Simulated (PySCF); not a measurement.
# Electron correlation in Si⁺ (silicon, charge +1)

[Ne] 3s1 3p1 4s1, high-spin 4P determinant (an excited configuration). Computed with PySCF 2.14 in aug-cc-pV(D+d)Z (5s4p3d, 32 functions), with no relativity, point nucleus. Frozen: [Ne]; 3 electrons correlated.

MP2 pair energies summed by pair of shells (mhartree):

| pair | energy | share (%) |
| --- | --- | --- |
| 3s-4s | -2.21 | 34.8 |
| 3s-3p | -2.11 | 33.3 |
| 3p-4s | -2.02 | 31.9 |

Total MP2 correlation energy: -6.34 mhartree.

Same-spin part -6.34 and opposite-spin part 0.00 mhartree; SCS-MP2 scales them by 1/3 and 6/5 to -2.11 mhartree.
